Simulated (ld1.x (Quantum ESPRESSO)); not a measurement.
# Before and after: TM potential for Ag (Z = 47)

Ag, norm-conserving Troullier–Martins (Kleinman–Bylander form), made with ld1.x (Quantum ESPRESSO) 7.5 (PBEsol, scalar-relativistic). Core [Kr], reference 4d10 5s0.75 5p0.25. Waves: 5p (bound): rc 3.65 bohr; 4d (bound): rc 1.70 bohr; 5s (bound): rc 2.15 bohr. Local part: the s channel. Core correction: a·sin(br)/r model core inside 1.40 bohr.

All-electron outer shells of the reference configuration (PBEsol, scalar-relativistic, ld1.x):

```tsv
shell	level (eV)	outermost node (bohr)	outermost maximum (bohr)
4s	-95.54	0.44	0.82
4p	-59.09	0.44	0.87
4d	-8.01	0.43	1.04
5s	-4.81	1.11	2.46
5p	-0.97	1.25	3.71
```

Change: all radii but the core radius scaled by about 0.89 (s 1.92, p 3.24, d 1.52 bohr).

Cutoffs: the cutoffs (Ry, on a coarse ladder) from which the occupation-weighted sum of valence levels, in a spherical-Bessel basis at the reference potential, stays within 10 and 1 mRy of its value at 400 Ry; they do not see the model core or the augmentation charge, which bear on the density cutoff. Errors are all-electron minus pseudo energies relative to the spin-unpolarised reference configuration.

Q: What does the change do?

A: The potential gets neither clearly harder nor softer (70 Ry and 100 Ry → 70 Ry and 110 Ry); the d channel sets the loose cutoff, while the largest relative change is in s, which becomes harder; of the 7 tests that both files solve, the error grows in 0 and shrinks in 2 by more than 15 % and 0.3 meV (median size 124.2 → 107.4 meV); neither file shows a bound ghost.

| quantity | base | changed |
| --- | --- | --- |
| cutoff, loose | 70 Ry | 70 Ry |
| cutoff, tight | 100 Ry | 110 Ry |
| loose cutoff by channel (10 mRy a level) | p 6 Ry, d 50 Ry, s 6 Ry | p 6 Ry, d 55 Ry, s 12 Ry |
| bound ghosts | none | none |
| error for 4d10 5s1 5p0, meV [ΔE -0.95 eV] | +0.1 | +0.1 |
| error for 4d10 5s0 5p0, meV [ΔE 6.80 eV] | -11 | -8.9 |
| error for 4d9 5s0 5p0, meV [ΔE 28.91 eV] | -138 | -132 |
| error for 4d9 5s1 5p1, meV [ΔE 7.66 eV] | -139 | -137 |
| error for 4d10 5s0.5 5p0, meV [ΔE 2.07 eV] | -1.8 | -1.5 |
| error for 4d9 5s1 5p0, meV [ΔE 12.22 eV] | -124 | -107 |
| error for 4d7 5s0 5p0, meV [ΔE 116.79 eV] | -1907 | -1897 |
